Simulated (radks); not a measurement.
Question: These are the eigenvalues of the occupied orbitals of an atom or ion with whole-number occupations (Ry). All-electron calculation, non-relativistic Kohn-Sham, SCAN, spin-polarised, spherical densities, point nucleus; meta-GGA in the generalised Kohn-Sham scheme. Program: a radial shooting solver on a logarithmic mesh with Libxc functionals.

orbital  eigenvalue
1s up     -3027.684
1s down   -3027.684
2s up     -476.5644
2s down   -476.5599
2p up     -451.4090
2p down   -451.4065
3s up     -104.4256
3s down   -104.3014
3p up     -93.36666
3p down   -93.24995
3d up     -72.88065
3d down   -72.79040
4s up     -21.55957
4s down   -21.28092
4p up     -17.33540
4p down   -17.04962
4d up      -9.93597
4d down    -9.63663
5s up      -3.71381
5s down    -3.59199
5p up      -2.58664
5p down    -2.48953
4f up      -1.33710

Which element is it, and in what charge state? The configuration may be excited. Open shells, if any, are filled with parallel spins first.

Answer: Z = 60, neodymium, charge +2: Nd2+ in [Xe] 4f4. The list shows which subshells hold electrons but not how many an open one holds; the 1s level, -1513.8 hartree, gives Z - s = 55.0 by -(Z - s)^2/2, which with screening narrows Z to a few neighbours, and the depths of the outer levels then fix element, charge and occupations together.
